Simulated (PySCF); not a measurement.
C₄H₇FSi, SMILES [SiH3]/C(=C/C=C)F.

Geometry optimised at ωB97X-D3(BJ)/def2-SVP. The structure was generated by enumeration; whether it is a known compound was not checked. The values are those of a single conformer.

The numbers are results of PySCF with TDDFT-LC-ωPBE/def2-SVPD, not measurements.

Vertical excitations. Gas-phase values at a fixed geometry. State labels are in the subgroup Cs.

**Question.** Estimate the UV-visible absorptions. (Estimate from the structure and the level; the computed values follow.)

**Answer.** 
| state | symmetry | energy (eV) | λ (nm) | f | main pairs |
|---|---|---|---|---|---|
| S1 | A' | 5.74 | 216 | 0.864 | HOMO→LUMO 98 % |
| S2 | A" | 7.04 | 176 | 0.004 | HOMO−1→LUMO 43 %, HOMO→LUMO+1 25 %, HOMO→LUMO+2 17 % |
| S3 | A" | 7.06 | 176 | 0.002 | HOMO−1→LUMO 46 %, HOMO→LUMO+1 27 %, HOMO→LUMO+2 10 % |
| S4 | A" | 7.79 | 159 | 0.000 | HOMO→LUMO+4 63 % |
| S5 | A" | 7.85 | 158 | 0.028 | HOMO→LUMO+3 52 %, HOMO→LUMO+5 19 % |
| S6 | A" | 7.88 | 157 | 0.001 | HOMO−5→LUMO 68 %, HOMO−3→LUMO 16 % |
| S7 | A' | 8.02 | 155 | 0.009 | HOMO→LUMO+7 58 %, HOMO−2→LUMO 34 % |
| S8 | A' | 8.06 | 154 | 0.012 | HOMO−2→LUMO 56 %, HOMO→LUMO+7 36 % |
| S9 | A" | 8.16 | 152 | 0.002 | HOMO→LUMO+5 41 %, HOMO→LUMO+3 24 %, HOMO→LUMO+4 10 %, HOMO→LUMO+2 8 % |
| S10 | A" | 8.46 | 147 | 0.000 | HOMO→LUMO+2 38 %, HOMO→LUMO+5 17 %, HOMO→LUMO+1 15 %, HOMO→LUMO+8 7 % |
| T1 | A' | 3.01 | 412 | 0 | HOMO→LUMO 89 % |
| T2 | A' | 4.78 | 260 | 0 | HOMO−2→LUMO 49 %, HOMO→LUMO+7 36 % |
| T3 | A" | 6.48 | 191 | 0 | HOMO−1→LUMO 89 % |
| T4 | A" | 6.83 | 181 | 0 | HOMO→LUMO+1 45 %, HOMO→LUMO+2 23 %, HOMO→LUMO+8 9 % |
Triplets are in the Tamm–Dancoff approximation, which puts them higher than full response would, so one can lie above its singlet here.
